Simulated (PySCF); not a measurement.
## Krypton: a sound run and one with changed settings

Sound run: Kr⁺ [Ar] 3d10 4s2 4p5, Kr²⁺ [Ar] 3d10 4s2 4p4. Calculation: PySCF 2.14, in x2c-SVPall; the spin-free X2C one-electron Hamiltonian (Gaussian nucleus). In the sound run the correlated levels freeze [Ar] 3d10. The sound run starts from symmetry-adapted Hartree-Fock orbitals and uses a fine grid where one is needed.

Changed run: initial guess atom, at most 50 SCF cycles.

```tsv
species	method	sound run (hartree)	changed run (hartree)	converged
Kr⁺	UHF	-2787.20387	-2787.20387	yes
Kr⁺	M06-L	-2788.91240	-2788.91240	yes
Kr⁺	CCSD(T)	-2787.32022	-2787.32022	yes
Kr²⁺	M06-2X	-2788.25073	-2788.25073	yes
Kr²⁺	MP2	-2786.42276	-2786.42276	yes
```

Here the plain start reaches the same solutions.
